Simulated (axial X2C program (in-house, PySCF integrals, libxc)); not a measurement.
**Nuclear properties of LiRu⁻**

Calculated with an in-house all-electron X2C program for linear molecules (integrals from PySCF): two-component X2C with atomic mean-field Coulomb and Gaunt terms, Gaussian nuclei, basis Ru dyall-acv3z, Li dyall-av3z with contracted cores.

R = 2.626 Å (near the PBE0 minimum at charge -1 of the determinant lowest at the starting distance; the state shown can have its own minimum elsewhere).

Determinant lowest in the PBE0 search, Ω = 2 (⟨Sz⟩ = 1.99, ⟨Lz⟩ = 0.01 at PBE0), spin on the atoms Ru 1.65, Li 0.34:

```
level  Eeff magnitude (GV/cm)  Ws magnitude Ru (kHz)  A∥/gI Ru (MHz)  qzz Ru (a.u.)  A∥/gI Li (MHz)  qzz Li (a.u.)
 PBE0                    1.94                  0.521             147          -3.10            7.48          -0.02
   HF                    5.05                    1.4             -42          -3.23           -5.46          -0.01
PBE50                    2.61                  0.701             120          -3.02            5.42          -0.01
B3LYP                    1.35                  0.351             110          -3.06            13.3          -0.02
  LDA                    1.11                  0.294             266          -3.55            11.6          -0.02
```

Eeff is the effective electric field on the electron electric dipole moment in this Ω state and Ws the scalar–pseudoscalar constant of the nucleus named (defined with the proton number Z and per Ω); A∥ (defined per Ω) follows by multiplying with gI = μI/(I μN); qzz is the electric field gradient, eQq0 = 234.96 MHz × Q/barn × qzz. The operators were transformed with the bare-nucleus X2C matrices; with these basis sets, hyperfine constants and field gradients can be off by tens of per cent, and where levels differ in sign neither size nor sign is settled.

Task: With Q(101Ru) = 0.457 barn (Q from Pyykkö, Mol. Phys. 2018), turn the PBE0 values of the first state into constants in MHz.

Result: eQq0(101Ru) = 234.96 × (0.457) × (-3.10) = -333 MHz.

Each state is one determinant with collinear spin, which with several unpaired electrons need not be a pure state. Unrestricted Hartree–Fock can overshoot spin polarisation at the nuclei. For an anion, determinants above electron detachment, or with a positive highest level, are held by the basis set. This is the top spin component of a Σ state; components of lower Ω are not single determinants and can lie lower. With several open shells hyperfine constants can be off by a factor of several. Where Eeff spreads by more than a factor of two the levels disagree and none is to be relied on. Open-shell Ω = 0 determinants with evenly filled partner blocks cannot be reached by this program, so the Ω shown need not be the lowest component. At LDA a later determinant lies lower. States lie within half an eV, so the first need not be the ground state. Further determinants of the search, some of them spin-mixed, are not shown. Where a field gradient or hyperfine factor spreads by more than a factor of two over the levels, a constant derived from it is not to be relied on.
